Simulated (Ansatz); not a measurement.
## One arrangement of a pair

The pair of F⁻ (SMILES [F-], atom 1) and CH5N (SMILES CN, atoms 2–8), both closed shells, in one local arrangement (a lower one may exist), relaxed at PBE0-D4/def2-TZVPD:

F1  (0.541, 0.144, -2.484)
C2  (-0.313, -0.418, 0.664)
N3  (0.598, 0.546, 0.093)
H4  (-1.329, -0.424, 0.224)
H5  (-0.429, -0.281, 1.750)
H6  (0.089, -1.426, 0.513)
H7  (0.204, 1.474, 0.206)
H8  (0.639, 0.386, -0.966)
(Å)

Program: Ansatz 0.2.0. Basis: def2-TZVPPD, with def2-QZVPPD for the basis limit. Cores are frozen in the correlated methods. B3LYP uses VWN-RPA correlation. Extrapolation: Hartree–Fock as exp(−7.88 √X), correlation as X^−2.97. Interaction energies count from these two fragments, frozen as in the pair, with the counterpoise correction; negative means bound.

(1) What is the interaction energy by CCSD(T) at an estimated basis limit (MP2 extrapolated from triple and quadruple zeta, plus CCSD(T) − MP2 in triple zeta)? (To be estimated.)

(2) Which atoms make the shortest contact between the fragments?

No T1 diagnostic of these runs exceeds 0.023.

## Answers

(1) By the calculation: -19.67 kcal/mol. Hartree–Fock alone gives -16.41 kcal/mol at the basis limit. It counts from the two fragments frozen as in the pair.

The same quantity by other methods in triple zeta, and each one's difference from that estimate:
| method | E_int (kcal/mol) | difference |
| --- | --- | --- |
| PBE-D4 | -20.55 | -0.88 |
| revPBE-D4 | -19.46 | 0.21 |
| BLYP-D4 | -19.17 | 0.51 |
| r2SCAN-D4 | -21.19 | -1.52 |
| B97M-V | -19.68 | -0.01 |
| PBE0-D4 | -20.77 | -1.10 |
| B3LYP-D4 | -19.85 | -0.18 |
| HSE06-D4 | -20.78 | -1.11 |
| wB97X-V | -19.28 | 0.39 |
| wB97M-V | -19.53 | 0.14 |
| B2PLYP | -18.62 | 1.05 |
| HF | -16.29 | 3.38 |
| MP2 | -18.46 | 1.21 |
| CCSD | -18.17 | 1.50 |
| CCSD(T) | -18.63 | 1.04 |
Differences are method less estimate.

(2) F1 and H8, 1.54 Å apart.

Energy to bend the free fragments (PBE0-D4 minima) into their shapes in the pair, CCSD(T)/def2-TZVPPD: CH5N 1.93 kcal/mol. This must be added to the interaction energy to get the binding energy from relaxed fragments.

Basis-set superposition shift (counterpoise-corrected less uncorrected): CCSD(T) 1.02; MP2 1.01; HF 0.05; PBE0-D4 0.07; wB97M-V 0.07 kcal/mol.

For scale, one of the runs: CCSD(T)/def2-TZVPPD, 199 basis functions, launched by `ansatz run in.yaml --threads 2 --pin off --events-out ev --progress --plain --max-ram 5222MiB`. Time: 70 s of wall clock on 2 CPU threads of an Arm Neoverse V1; the host was shared. Peak host memory: 2.6 GiB.
